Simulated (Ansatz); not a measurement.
`[CH3][Ge]([NH2])([Cl])[Cl]`. Total charge 0; spin multiplicity 1. The structure was optimised at the PBE0-D4/def2-TZVP level. It is one conformer, not always the lowest.

```xyz
10

C     1.216   -0.469    0.720
Ge   -0.097    0.545   -0.276
N    -1.717   -0.175   -0.655
Cl   -0.520    2.341    0.823
Cl    0.758    1.045   -2.181
H     1.462   -1.380    0.175
H     2.116    0.133    0.846
H     0.811   -0.725    1.700
H    -1.713   -0.961   -1.289
H    -2.317   -0.354    0.137
```

(1) What is the dipole moment at ωB97M-V/def2-TZVPP? (Estimate.)

(2) And with PBE, r2SCAN, B3LYP? (Estimate.)

(3) Give the Mulliken charges with ωB97M-V, B3LYP, PBE in def2-TZVPP. (Estimate.)

## Answers

(1) Ansatz gave: 3.62 D, with components (-0.05, -3.34, 1.41) D in this frame, pointing from negative to positive charge.

(2) The calculation gave: PBE 3.54 D, r2SCAN 3.65 D, B3LYP 3.62 D.

(3) The calculation gave: 
```
atom  ωB97M-V  B3LYP    PBE
  C1    -0.40  -0.35  -0.34
 Ge2     0.66   0.72   0.64
  N3    -0.34  -0.37  -0.36
 Cl4    -0.28  -0.31  -0.29
 Cl5    -0.28  -0.31  -0.29
  H6     0.13   0.11   0.12
  H7     0.14   0.13   0.13
  H8     0.13   0.11   0.12
  H9     0.11   0.13   0.15
 H10     0.11   0.13   0.14
```

B3LYP here is the variant with VWN-RPA as its local correlation; programs differ in this.
